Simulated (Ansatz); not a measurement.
Job for Ansatz (a first-principles code): R-B2PLYP/def2-TZVPP on BCl3 (SMILES ClB(Cl)Cl).

Ansatz 0.2 input:
```yaml
crystal:
  periodic: [false, false, false]
  atoms:
    - {symbol: B, position_ang: [-0.00000039, 0.00000000, 0.00000000]}
    - {symbol: Cl, position_ang: [1.74516755, -0.00000000, -0.00000000]}
    - {symbol: Cl, position_ang: [-0.87258358, 1.51136214, -0.00000000]}
    - {symbol: Cl, position_ang: [-0.87258358, -1.51136214, -0.00000000]}
basis:
  gaussian:
    orbitals: def2-TZVPP
hamiltonian:
  xc: {name: B2PLYP}
magnetization: {spin_polarized: false}
correlation: {electrons: outside_noble_gas}
scf: {lower_state_search: off}
```

Program output:

```
WARN ansatz: RAYON_NUM_THREADS=4 ignored (pool sized by the plan → 4); use --threads N
Functional definition: B2PLYP
these checks for a lower state are left out or cut short: stability, starts, cluster_reference, orbital_swaps, neighbouring_geometries, increment
integrals: 0.18 GiB planned
955 factors; integrals over basis functions are off by at most 7.2e-4 eV
mean field: 0.76 GiB planned
mean field evaluation 1: about -38230.9841 eV, gradient 1.3e1 eV
mean field evaluation 2: about -38231.2789 eV, gradient 1.3e1 eV
mean field evaluation 4: about -38231.7698 eV, gradient 2.4e0 eV
mean field evaluation 8: about -38231.7859 eV, gradient 1.4e-2 eV
mean field evaluation 16: about -38231.7859 eV, gradient 3.5e-6 eV
mean field -38231.78594117 eV, -1404.9922189026 hartree, gradient 3.4e-6 eV, S^2 0.000000; 0 other end points of the search recorded, 0 dependent functions left out
16 core orbitals not correlated
reference -38231.78609415 eV, -1404.9922245248 hartree; 12, 12 occupied and 129, 129 virtual orbitals, 955 factors
second order -21.98461425 eV of doubles, -0.00000000 eV of singles
Total energy: -38237.72194000 eV, -1405.2103628362 hartree
Checks for a lower state left out: stability, starts, cluster_reference, orbital_swaps, neighbouring_geometries, increment
```

The run converged.

Cost: roughly 4 core-seconds.
